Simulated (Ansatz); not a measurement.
# Abstraction of H: SnH3Cl + CHBrCl → SnH2Cl + CH2BrCl

Species: SnH3Cl `[Cl][SnH3]`, singlet; CHBrCl `Cl[CH]Br`, doublet; SnH2Cl `[Cl][SnH2]`, doublet; CH2BrCl (bromochloromethane) `ClCBr`, singlet. A radical takes H: the energy is the difference in strength between the Sn–H bond broken and the C–H bond made.

Shapes, held fixed at every level: PBE0-D4/def2-TZVP. Programs: Ansatz 0.2.0. The zero-point and thermal change to 298 K, harmonic and unscaled (PBE0-D4/def2-TZVP), is +13.5 kJ/mol.

| level | kind | ΔH(298 K) (kJ/mol) | less CCSD(T)/def2-TZVPP |
| --- | --- | --- | --- |
| HF/def2-TZVPP | Hartree–Fock | -74.4 | +11.7 |
| r2SCAN-D4/def2-TZVPP | meta-GGA | -81.7 | +4.4 |
| B3LYP-D4/def2-TZVPP | global hybrid | -89.7 | -3.6 |
| wB97M-V/def2-TZVPP | range-separated hybrid | -92.7 | -6.6 |
| wB97X-V/def2-TZVPP | range-separated hybrid | -81.2 | +4.9 |
| MP2/def2-SVP | perturbation theory | -95.7 | -9.6 |
| CCSD/def2-TZVPP | coupled cluster or CI | -85.1 | +1.0 |
| CCSD(T)/def2-TZVPP | coupled cluster or CI | -86.1 | 0.0 |

The highest level, CCSD(T)/def2-TZVPP, gives ΔH(298 K) = -86.1 kJ/mol; the levels span -95.7 to -74.4. The column of differences is taken from that level and isn't an error. No measured value is set beside it here. Open shells run unrestricted unless RO is named. For atoms past krypton def2 sets carry core potentials with scalar relativity. Relativity is left out for Br unless named. Correlated rows may include outer-core shells of Br, Sn, which these sets cover unevenly.
